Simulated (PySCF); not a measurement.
TbC: from constants to spectrum

PBE0 constants of TbC, decet, about 8.1 electrons in the 4f shell (Mulliken), real f orbitals that mix terms (Tb x2c-SVPall, C x2c-SVPall; spin-free X2C with a Gaussian nucleus (PySCF 2.14); masses 158.9253 and 12.0000 u):

| Item | Value |
| --- | --- |
| ωe | 725.7 cm⁻¹ |
| ωexe | 3.07 cm⁻¹ |
| Be | 0.37218 cm⁻¹ |
| αe | 0.00175 cm⁻¹ |
| D (centrifugal) | 3.92e-07 cm⁻¹ |
| De to Tb (4f9 6s2) + C | 3.37 eV |

Task: Give the vibrational terms G(v) and spacings up to v = 3.

Result: G(v) = ωe(v+½) − ωexe(v+½)².

| v | G(v) (cm⁻¹) | G(v) − G(v−1) | Bv (cm⁻¹) |
| --- | --- | --- | --- |
| 0 | 362 |  | 0.3713 |
| 1 | 1082 | 720 | 0.3696 |
| 2 | 1795 | 713 | 0.3678 |
| 3 | 2502 | 707 | 0.3661 |

A state of this spin cannot dissociate to the ground-state fragments, so its own limit lies higher than the one that De refers to.

These are scalar-relativistic numbers at best; spin–orbit coupling would shift them, the dissociation energy most. With d or f electrons several states lie close, and the lowest PBE0 determinant need not be the measured ground state.
